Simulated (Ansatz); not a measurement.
`[OH][Al]([Cl])[SiH2]Cl` → `[OH][AlH][Cl]` + `[SiH]Cl`  (silylene formation by 1,1-elimination)

Calculated with Ansatz (gas phase, PBE0-D4/def2-TZVP geometries, no zero-point term in ΔE). CCSD(T)/CBS is the MP2 limit (def2-TZVPP, def2-QZVPP) plus CCSD(T) − MP2 in def2-TZVPP, frozen cores. This one scheme is used for every species. Functionals use def2-TZVPP. Each species was taken in one conformer, which may not be the lowest.

CCSD(T)/CBS gives +47.4 kcal/mol.

Problem. Another level gave +45.4 kcal/mol. Which?
A. BLYP/def2-TZVPP
B. CCSD/def2-TZVPP
C. ωB97X-V/def2-TZVPP
D. SCS-MP2/def2-TZVPP

Solution. B. CCSD/def2-TZVPP 45.4, ωB97X-V 49.9, BLYP 38.8, SCS-MP2/def2-TZVPP 46.4 kcal/mol.

Largest T1 diagnostic among the species: 0.013.

Leaving LDA and LC-ωPBE aside and taking each functional with its dispersion term where it has one, the values, not all of them listed here, spread over 9.4 kcal/mol, from BLYP-D4 to r2SCAN0-D4. LDA lies +6.6 kcal/mol from PBE without D4. The D4 term adds +3.3 kcal/mol with B3LYP and +1.9 kcal/mol with PBE0; it sums over pairs of atoms, weighted by their polarisabilities, and B3LYP, whose exchange is more repulsive, gets the larger term. From BLYP to BHLYP (50 % exact exchange), in def2-TZVPP and without D4, ΔE moves by +6.5 kcal/mol.

B3LYP here is the variant with VWN-RPA as its local correlation; programs differ in this.
